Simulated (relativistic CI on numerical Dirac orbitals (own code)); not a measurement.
# Ti3+: 3s photoemission

Computed with this model: Dirac-Coulomb-Breit CI, KLI orbitals optimised for each configuration, model QED, valence Slater integrals scaled by 0.8, multiplet model of photoemission in the sudden approximation; configurations [Ar] 3d → [Ne] 3s 3p6 3d; 300 K; Lorentzian 1.05 eV and Gaussian 0.6 eV FWHM. Energies are those of the free ion, without screening or charge transfer. The energies are binding energies and can lie tens of eV above those of solids. Without intra-shell correlation the exchange splitting of an s hole comes out too large, often by half or more. S is read from ⟨S²⟩ = S(S + 1).

Computed curve for free ion, scaled to 100 at the maximum (points under 2 are left out and the grid is thinned):

```tsv
Energy (eV)	Intensity
105.0	2.2
105.2	2.4
105.6	2.9
105.8	3.3
106.0	3.7
106.4	4.8
106.6	5.6
106.8	6.6
107.2	9.6
107.4	11.9
107.6	15.1
108.0	26.7
108.2	37.1
108.4	52.1
108.8	89.7
109.0	100.0
109.2	96.4
109.6	61.6
109.8	44.6
110.0	32.4
110.4	19.1
110.6	15.9
110.8	14.0
111.2	13.1
111.4	14.3
111.6	16.8
112.0	26.7
112.2	32.3
112.4	35.3
112.8	28.5
113.0	21.9
113.2	16.1
113.6	8.9
113.8	6.9
114.0	5.5
114.4	3.8
114.6	3.3
114.8	2.9
115.2	2.2
115.4	2.0
```

The ground state has S = 0.50, and the centroid lies at 109.89 eV.
